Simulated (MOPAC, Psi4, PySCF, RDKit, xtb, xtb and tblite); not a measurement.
Two geometries of SMILES CC(C)(C)[SiH2]S (C4H12SSi), relaxed at GFN2-xTB with one dihedral held; other torsions can differ between them too.

Structure A

```
18

C      0.5046     0.2610     1.5042
C      0.3390    -0.0520     0.0155
C      0.3759    -1.5687    -0.1835
C      1.5007     0.5802    -0.7512
Si    -1.3003     0.6717    -0.6643
S     -3.0093    -0.1648     0.3391
H     -0.2708    -0.2231     2.0966
H      0.4589     1.3334     1.6870
H      1.4688    -0.1012     1.8604
H     -0.4484    -2.0521     0.3380
H      0.3057    -1.8226    -1.2395
H      1.3086    -1.9795     0.2027
H      1.5155     1.6594    -0.6146
H      2.4507     0.1802    -0.3981
H      1.4211     0.3743    -1.8163
H     -1.5219     0.3003    -2.0545
H     -1.3348     2.1202    -0.4648
H     -2.5354    -0.0670     1.5721
```

Structure B

```
18

C      0.4955     0.2645     1.5089
C      0.3449    -0.0429     0.0166
C      0.3727    -1.5598    -0.1837
C      1.5161     0.5838    -0.7402
Si    -1.2958     0.6799    -0.6610
S     -2.9975    -0.1380     0.3770
H     -0.3034    -0.2010     2.0838
H      0.4735     1.3378     1.6920
H      1.4444    -0.1216     1.8803
H     -0.4609    -2.0350     0.3305
H      0.3107    -1.8133    -1.2403
H      1.2981    -1.9777     0.2119
H      1.5353     1.6630    -0.6031
H      2.4609     0.1785    -0.3795
H      1.4437     0.3788    -1.8061
H     -1.5295     0.2845    -2.0426
H     -1.3472     2.1290    -0.4796
H     -2.8452     0.5588     1.4923
```

Q: Which is lower in energy at the level PBE0-D3(BJ)/def2-SVP // GFN2-xTB (Psi4), and by how much?

A: B is lower, by 0.57 kcal/mol (dihedral C2–Si5–S6–H18: 45° in A, 75° in B).

E(B) − E(A) in kcal/mol at the other levels, on the same two geometries: GFN2-xTB (xtb and tblite) 0.08; MMFF94 // GFN2-xTB (RDKit) -0.18; PBE0/def2-SVP // GFN2-xTB (Psi4) -0.62; PBE/def2-SVP // GFN2-xTB (Psi4) -0.60; PBE-D3(BJ)/def2-SVP // GFN2-xTB (Psi4) -0.53; UFF // GFN2-xTB (RDKit) -0.39; AM1, restricted, heats of formation // GFN2-xTB (MOPAC) -0.02; PM6, restricted, heats of formation // GFN2-xTB (MOPAC) -0.13; GFN1-xTB // GFN2-xTB (xtb) 0.01; restricted B3LYP/6-31G*, spherical d, density fitting // GFN2-xTB (PySCF) -0.53; restricted Hartree-Fock/3-21G // GFN2-xTB (PySCF) -0.76; restricted Hartree-Fock/6-31G*, spherical d, density fitting // GFN2-xTB (PySCF) -0.63; restricted MP2 (frozen core)/6-31G*, spherical d // GFN2-xTB (PySCF) -0.56.

MMFF94 has few fitted parameters for silicon.
